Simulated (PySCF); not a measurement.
**Bi(CN)3 at several levels of theory**

Computed with PySCF 2.14.0 (density fitting, no spin-orbit coupling) at the geometry relaxed with r2SCAN:

```xyz
7
Bi(CN)3 (singlet)
Bi    0.0000    0.0000    1.2015
C     1.8616    0.0000   -0.0324
N     2.9005    0.0000   -0.5619
C    -0.9308    1.6122   -0.0324
N    -1.4502    2.5119   -0.5619
C    -0.9308   -1.6122   -0.0324
N    -1.4502   -2.5119   -0.5619
```

```tsv
level	basis	state	HOMO (eV)	gap (eV)	charge on Bi1 (e)	dipole about the centre of mass (D)	largest force component (eV/Å)
r2SCAN	Bi def2-SVP with ECP60, C def2-SVP, N def2-SVP	singlet	-8.88	5.46	1.07	6.42	0.02
r2SCAN	Bi def2-TZVP with ECP60, C def2-TZVP, N def2-TZVP	singlet	-9.00	5.42	1.08	6.51	0.84
r2SCAN	Bi x2c-SVPall, C x2c-SVPall, N x2c-SVPall	singlet	-8.90	5.45	1.22	6.40	1.11
```

Charges are Mulliken's, which hang on the basis. The relaxation used the grid (50, 194), these runs (75, 302) or, all-electron (x2c bases, spin-free X2C Hamiltonian), (99, 590).

Order these levels, in the first row's basis, by the HOMO–LUMO gap they give here, smallest first.
A. CAM-B3LYP
B. BLYP
C. TPSS
D. PBE

B (4.92 eV), D (4.98 eV), C (5.15 eV), A (9.39 eV).

And their other results?


```tsv
level	state	HOMO (eV)	gap (eV)	charge on Bi1 (e)	dipole about the centre of mass (D)	largest force component (eV/Å)
PBE	singlet	-8.45	4.98	0.92	6.13	0.92
TPSS	singlet	-8.56	5.15	1.01	6.28	0.62
CAM-B3LYP	singlet	-11.19	9.39	1.01	6.58	1.13
BLYP	singlet	-8.27	4.92	0.87	6.17	0.91
```

In the first row's basis the gap widens with exact exchange: 4.9 to 5.5 eV for BLYP, PBE, TPSS, r2SCAN (none); 9.4 eV for CAM-B3LYP (rising or full at long range).

No frequency check is given that shows the relaxed geometry to be a minimum.
